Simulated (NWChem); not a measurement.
Molecule: AlSiH3Cl2; SMILES [SiH3][Al]([Cl])[Cl]

Results from NWChem. Structure relaxed at the B3LYP/6-31G* (spherical d) level.

Task: Predict the results for PBE/def2-SVP. Quantities: highest occupied level (eV); orbital gap (eV); dipole (D).

Result: highest occupied level (eV): -7.15
orbital gap (eV): 4.66
dipole (D): 1.43
